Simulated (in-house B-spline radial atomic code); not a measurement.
What moves the levels of neutral lanthanum ([Xe] 5d1 6s2)? Computed with a B-spline radial code for spherical atoms: Dirac-Hartree-Fock, average of the jj configuration, Fermi nucleus of rms radius 4.8488 fm.

Baseline run (computed): total energy -8493.6542 hartree, 1s1/2 at -1438.898 hartree, 6s1/2 at -4.8763 eV with <r> = 4.728 bohr.

Changing the nucleus:

```json
{"nucleus": "Fermi nucleus of rms radius 4.8496 fm, A = 137", "ΔE (eV)": "0.00304"}
{"nucleus": "Fermi nucleus of rms radius 4.8473 fm, A = 138", "ΔE (eV)": "-0.0057"}
{"nucleus": "Fermi nucleus of rms radius 4.855 fm, A = 139", "ΔE (eV)": "0.0236"}
```

A larger nucleus binds the electrons less, roughly as the density at the nucleus times the change of the nuclear <r²>. The reference is A = 135.
